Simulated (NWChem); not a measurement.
CH₅BrOSi; SMILES CO[SiH2]Br

```xyz
9

Si     0.9788    -0.5675     0.0391
Br    -0.1475     1.3600    -0.0084
O      0.0283    -1.8143    -0.4678
C     -1.1615    -2.2486     0.1383
H      2.1108    -0.4787    -0.9118
H      1.4209    -0.7573     1.4499
H     -1.0054    -2.5335     1.1945
H     -1.5267    -3.1318    -0.4057
H     -1.9423    -1.4693     0.1005
```
Atoms are numbered in this order, from 1.

All runs: NWChem. STO-3G and 3-21G are far too small for this property and stand as cheap habits. All runs use the structure optimised with PBE0/def2-SVP. GIAO values for the isolated, static molecule; σ is the absolute isotropic shielding, δ = σ(reference) − σ with the isolated reference molecule computed at the same levels (13C: tetramethylsilane, 1H: tetramethylsilane, 17O: water, 29Si: tetramethylsilane). Spin-orbit effects, on the heavy nuclei and on their neighbours, are missing.

```csv
level,δ Si1 (ppm),σ Br2 (ppm),δ O3 (ppm),δ C4 (ppm),δ H5 (ppm),δ H6 (ppm),δ H7 (rotor mean) (ppm)
"LDA (Slater exchange, VWN5)/pcSseg-1",?,?,?,?,?,?,?
BHandHLYP/pcSseg-1,-11.6,2652.2,25.7,51.2,5.14,5.25,3.63
Hartree-Fock/STO-3G,-10.9,3207.2,-103.8,47.1,2.82,2.38,1.57
```

**Question.** What belongs in the gaps?

**Answer.** 
- LDA (Slater exchange, VWN5)/pcSseg-1, δ Si1 (ppm): 0.9
- LDA (Slater exchange, VWN5)/pcSseg-1, σ Br2 (ppm): 2518.6
- LDA (Slater exchange, VWN5)/pcSseg-1, δ O3 (ppm): 58.4
- LDA (Slater exchange, VWN5)/pcSseg-1, δ C4 (ppm): 54.7
- LDA (Slater exchange, VWN5)/pcSseg-1, δ H5 (ppm): 5.92
- LDA (Slater exchange, VWN5)/pcSseg-1, δ H6 (ppm): 6.16
- LDA (Slater exchange, VWN5)/pcSseg-1, δ H7 (rotor mean) (ppm): 3.84
